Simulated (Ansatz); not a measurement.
The cluster PdS2⁺. The state is a doublet with charge 1. Geometry B3LYP-D4/def2-TZVP; atoms count from 1.

```xyz
3

Pd   -0.9015   -0.1253   -1.0488
S     0.7549   -0.8353    0.3702
S     0.1466    0.9606    0.6786
```

In the def2 sets Pd takes a core potential; there is no spin–orbit coupling. The structure comes from a short search, and lower isomers may exist.

Q: Estimate the Mulliken populations from the PBE0/def2-TZVP orbitals of Ansatz.

A: 
```json
{"atom": "Pd1", "charge (e)": "0.58", "spin (α − β)": "-0.02", "d electrons": "9.07"}
{"atom": "S2", "charge (e)": "0.21", "spin (α − β)": "0.51", "d electrons": "–"}
{"atom": "S3", "charge (e)": "0.21", "spin (α − β)": "0.51", "d electrons": "–"}
```
Mulliken values depend strongly on the basis.

Q: Where does the spin sit?

A: Summed by element: Pd -0.02, S 1.02, of 1 unpaired in all. Largest on single atoms: S2 0.51, S3 0.51, Pd1 -0.02.

Q: And the Mayer bond orders between heavy atoms (over 0.3)?

A: Pd1–S2 0.85 (2.29 Å); Pd1–S3 0.85 (2.29 Å); S2–S3 1.78 (1.92 Å).
